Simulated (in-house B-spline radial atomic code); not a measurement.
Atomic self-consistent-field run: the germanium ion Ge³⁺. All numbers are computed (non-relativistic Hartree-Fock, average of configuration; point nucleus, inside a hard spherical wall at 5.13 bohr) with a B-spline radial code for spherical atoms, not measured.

Command:
```bash
python run_scf.py task.json out
```
Settings:
```
Z                32
configuration    [Ne] 3s2 3p5 3d10 4s1 4d1
hamiltonian      nr
method           hf
spin_polarised   False
wall_radius      5.13
```

Output (hartree, bohr):
```
 radial grid: 43 intervals, B-splines of order 8, outer radius 5.13 bohr

 iter        energy (Eh)    residual
    1      -2062.4582575    4.70e-01
    2      -2065.1009585    4.09e-01
    3      -2067.8298601    7.01e-02
    4      -2067.9440325    9.96e-03
    5      -2067.9469425    7.30e-03
    6      -2067.9478998    5.76e-04
    7      -2067.9479046    5.06e-05
    8      -2067.9479046    6.62e-06
    9      -2067.9479046    8.41e-07
   10      -2067.9479046    2.76e-08

 total energy                    -2067.947905
 kinetic                           2068.19238
 electron-nucleus                 -4902.93284
 electron-electron                  766.79256

 orbital      occ     eigenvalue          <r>       <r^2>       <1/r>     <1/r^2>       <r^4>       r_max
 1s         2.000     -407.32276    0.0478318    0.003065     31.5099     1995.56 2.39472e-05     0.03159
 2s         2.000      -54.08155     0.212939   0.0534086     6.95403     197.344  0.00493361       0.179
 2p         6.000      -48.17726      0.18532   0.0420356     6.88812     64.7288  0.00356782      0.1428
 3s         2.000       -8.90267     0.627501    0.452437     2.24886     30.7916    0.324809      0.5491
 3p         5.000       -6.96994     0.641152     0.48104     2.13637     9.91477    0.391035      0.5457
 3d        10.000       -3.40121      0.68402    0.578937     1.85874     4.53628    0.715065      0.4995
 4s         1.000       -1.81255      1.80603     3.66463    0.718301     3.67462     19.7717       1.602
 4d         1.000       -0.80344      2.59699      7.4264    0.474834    0.419702     73.7521       2.448
```

Run time, properties included: 0.07 s on 1 thread of Arm Neoverse V2, on a shared host.
